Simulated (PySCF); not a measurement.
## Potential energy of RbZn⁺ along the bond

Set-up: basis Rb def2-SVP with ECP28, Zn def2-SVP; scalar-relativistic core potentials; PySCF 2.14. Energies in eV from Rb⁺ + Zn in their ground configurations at the same level. State: ¹Σ⁺ (singlet), closed shell.

All columns are BP86. A positive dipole points towards Zn; it is taken about the centre of mass and depends on that origin.

```csv
R (Å),E (eV),μ (D),Mulliken charge on Rb (basis-dependent),HOMO (eV),LUMO (eV),Mayer bond order,⟨S²⟩
3.182,-0.092,-4.32,0.76,-10.13,-5.72,0.44,0.00
3.330,-0.147,-4.60,0.77,-10.00,-5.73,0.42,0.00
3.478,-0.175,-4.92,0.78,-9.87,-5.73,0.40,0.00
3.589,-0.184,-5.18,0.79,-9.78,-5.73,0.39,0.00
3.700,-0.185,-5.46,0.79,-9.68,-5.73,0.38,0.00
3.811,-0.182,-5.74,0.80,-9.58,-5.72,0.36,0.00
3.959,-0.172,-6.14,0.81,-9.45,-5.72,0.35,0.00
4.144,-0.156,-6.64,0.82,-9.30,-5.71,0.32,0.00
4.366,-0.136,-7.24,0.84,-9.12,-5.71,0.29,0.00
4.662,-0.111,-8.05,0.86,-8.90,-5.69,0.25,0.00
```

A fit through these points gives, at Re = 3.671 Å, μ = -5.39 D and dμ/dR = -2.49 D/Å; the reduced mass is 36.47 u.

How strong is the fundamental in the double-harmonic approximation, I = 42.26·(dμ/dR)²/μred km/mol?

I = 42.26·(-2.49)²/36.47 = 7.18 km/mol at BP86.

Closed-shell solutions of metal pairs were not tested for spin polarisation, which can lower them a little. The bond is weak. Basis-set superposition, not corrected here, can be much of De in a small basis, most of all at correlated wavefunction levels. For an ion De counts to the pair picked by the measured ionisation energies or electron affinities, which need not be the lowest pair at this level.
